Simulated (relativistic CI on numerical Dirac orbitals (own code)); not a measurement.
**Calculated levels, Ge VI**

Calculated at this level of theory: Dirac-Coulomb-Breit CI, orbitals from a KLI potential per configuration, model QED (radiative potential, 1s self-energy scaled to tabulated hydrogen-like ionisation energies), valence Slater integrals scaled by 0.85, P86 correlation energy added to each configuration (own radial code, finite nucleus).

CI space (outside the closed core [Ne]): 3s²3p⁶3d⁹, 3s²3p⁶3d⁸4s, 3s²3p⁶3d⁸4p, 3s²3p⁵3d¹⁰, 3s²3p⁶3d⁸4d, 3s²3p⁶3d⁸5s, 3s²3p⁶3d⁸5p, 3s²3p⁶3d⁸4f, 3s²3p⁶3d⁷4s², 3s²3p⁶3d⁸5d, 3s3p⁶3d¹⁰, 3s²3p⁶3d⁸6s, 3s²3p⁶3d⁸6p, 3s²3p⁶3d⁸5f, 3s²3p⁶3d⁸5g, 3s²3p⁶3d⁷4s4p, 3s²3p⁶3d⁸6d, 3s²3p⁶3d⁷4p², 3s²3p⁶3d⁷4s4d, 3s²3p⁶3d⁷4p4d. Levels of other configurations are missing.

The lowest level is 3s²3p⁶3d⁹ ²D5/2, with 100 % of that term; Hund's rules for 3s²3p⁶3d⁹ give ²D with J = 5/2, in agreement.

| No. | Configuration | Term | J | E (eV) | % | Next component (%) | Landé g |
| --- | --- | --- | --- | --- | --- | --- | --- |
| 1 | 3s²3p⁶3d⁹ | ²D | 5/2 | 0.0000 | 100 |  | 1.200 |
| 2 | 3s²3p⁶3d⁹ | ²D | 3/2 | 0.5553 | 100 |  | 0.799 |
| 3 | 3s²3p⁶3d⁸4s | ⁴F | 9/2 | 37.8031 | 100 |  | 1.333 |
| 4 | 3s²3p⁶3d⁸4s | ⁴F | 7/2 | 38.1079 | 91 | 8 ²F | 1.229 |
| 5 | 3s²3p⁶3d⁸4s | ⁴F | 5/2 | 38.4064 | 97 | 2 ²F | 1.024 |
| 6 | 3s²3p⁶3d⁸4s | ⁴F | 3/2 | 38.5969 | 98 | 2 ²D | 0.407 |
| 7 | 3s²3p⁶3d⁸4s | ²F | 7/2 | 38.8720 | 91 | 8 ⁴F | 1.150 |
| 8 | 3s²3p⁶3d⁸4s | ²F | 5/2 | 39.3494 | 94 | 3 ²D | 0.872 |
| 9 | 3s²3p⁶3d⁸4s | ⁴P | 5/2 | 40.7679 | 54 | 43 ²D | 1.410 |
| 10 | 3s²3p⁶3d⁸4s | ²D | 3/2 | 40.9488 | 72 | 18 ⁴P | 1.006 |
| 11 | 3s²3p⁶3d⁸4s | ⁴P | 3/2 | 41.3587 | 81 | 18 ²D | 1.560 |
| 12 | 3s²3p⁶3d⁸4s | ⁴P | 1/2 | 41.3741 | 99 |  | 2.664 |
| 13 | 3s²3p⁶3d⁸4s | ²D | 5/2 | 41.4372 | 53 | 45 ⁴P | 1.378 |
| 14 | 3s²3p⁶3d⁸4s | ²P | 3/2 | 42.1177 | 91 | 8 ²D | 1.291 |
| 15 | 3s²3p⁶3d⁸4s | ²P | 1/2 | 42.2546 | 99 |  | 0.672 |
| 16 | 3s²3p⁶3d⁸4s | ²G | 9/2 | 42.4600 | 100 |  | 1.111 |
| 17 | 3s²3p⁶3d⁸4s | ²G | 7/2 | 42.4659 | 99 |  | 0.889 |
| 18 | 3s²3p⁶3d⁸4s | ²S | 1/2 | 48.4222 | 99 |  | 2.001 |
| 19 | 3s²3p⁶3d⁸4p | ⁴D° | 7/2 | 50.3192 | 91 | 7 ⁴F° | 1.408 |
| 20 | 3s²3p⁶3d⁸4p | ⁴G° | 9/2 | 50.7515 | 52 | 29 ²G° | 1.183 |
| 21 | 3s²3p⁶3d⁸4p | ⁴D° | 5/2 | 50.8165 | 90 | 8 ⁴F° | 1.337 |
| 22 | 3s²3p⁶3d⁸4p | ⁴G° | 11/2 | 51.0401 | 100 |  | 1.272 |
| 23 | 3s²3p⁶3d⁸4p | ⁴G° | 7/2 | 51.0893 | 74 | 13 ⁴F° | 1.018 |
| 24 | 3s²3p⁶3d⁸4p | ⁴D° | 3/2 | 51.1916 | 93 | 6 ⁴F° | 1.154 |
| 25 | 3s²3p⁶3d⁸4p | ⁴G° | 5/2 | 51.3209 | 87 | 7 ⁴F° | 0.631 |
| 26 | 3s²3p⁶3d⁸4p | ⁴D° | 1/2 | 51.4200 | 98 | 1 ²P° | 0.006 |
| 27 | 3s²3p⁶3d⁸4p | ⁴F° | 9/2 | 51.4441 | 77 | 19 ²G° | 1.284 |
| 28 | 3s²3p⁶3d⁸4p | ⁴F° | 7/2 | 51.6426 | 52 | 31 ²F° | 1.192 |
| 29 | 3s²3p⁶3d⁸4p | ²G° | 9/2 | 51.7306 | 52 | 44 ⁴G° | 1.147 |
| 30 | 3s²3p⁶3d⁸4p | ⁴F° | 5/2 | 51.8196 | 62 | 21 ²D° | 1.038 |
| 31 | 3s²3p⁶3d⁸4p | ⁴F° | 3/2 | 51.8274 | 65 | 29 ²D° | 0.561 |
| 32 | 3s²3p⁶3d⁸4p | ²D° | 5/2 | 52.0873 | 66 | 20 ²F° | 1.118 |
| 33 | 3s²3p⁶3d⁸4p | ²F° | 7/2 | 52.0890 | 50 | 28 ²G° | 1.091 |
| 34 | 3s²3p⁶3d⁸4p | ²G° | 7/2 | 52.1981 | 58 | 19 ²F° | 0.976 |
| 35 | 3s²3p⁶3d⁸4p | ²D° | 3/2 | 52.4596 | 66 | 27 ⁴F° | 0.722 |
| 36 | 3s²3p⁶3d⁸4p | ²F° | 5/2 | 52.5734 | 73 | 14 ²D° | 0.915 |
| 37 | 3s²3p⁶3d⁸4p | ⁴P° | 3/2 | 53.3920 | 70 | 15 ²P° | 1.569 |
| 38 | 3s²3p⁶3d⁸4p | ⁴P° | 5/2 | 53.4743 | 57 | 19 ²D° | 1.383 |
| 39 | 3s²3p⁶3d⁸4p | ⁴P° | 1/2 | 53.5455 | 89 | 10 ²P° | 2.456 |
| 40 | 3s²3p⁶3d⁸4p | ²F° | 5/2 | 53.7852 | 69 | 26 ⁴P° | 1.060 |
| 41 | 3s²3p⁶3d⁸4p | ²F° | 7/2 | 54.0627 | 83 | 14 ⁴D° | 1.178 |
| 42 | 3s²3p⁶3d⁸4p | ²D° | 3/2 | 54.0966 | 57 | 21 ⁴P° | 1.107 |
| 43 | 3s²3p⁶3d⁸4p | ²P° | 1/2 | 54.1627 | 87 | 9 ⁴P° | 0.861 |
| 44 | 3s²3p⁶3d⁸4p | ²D° | 5/2 | 54.3420 | 84 | 9 ⁴P° | 1.226 |
| 45 | 3s²3p⁶3d⁸4p | ²P° | 3/2 | 54.4208 | 54 | 32 ²D° | 1.159 |

Energies count from the lowest computed level; ° marks odd parity.

The mean weight of the leading LS term, summed over parents, in these 45 levels is 79 %, and that of the leading jj configuration (from the same eigenvectors) 60 %, so LS coupling describes them better.

At this charge configurations can still be misplaced by up to about 7 % of their energy. 40 of the 48 excited levels that our extract of the measured tables holds in this range could be paired (the sources list more); they are missed by 698 cm⁻¹ on average and 2025 at most, and levels without a partner can miss by more.

LS names give the leading component of a level, which can be under half, so a name can repeat, a term be missing and a line seem to break the LS rules.
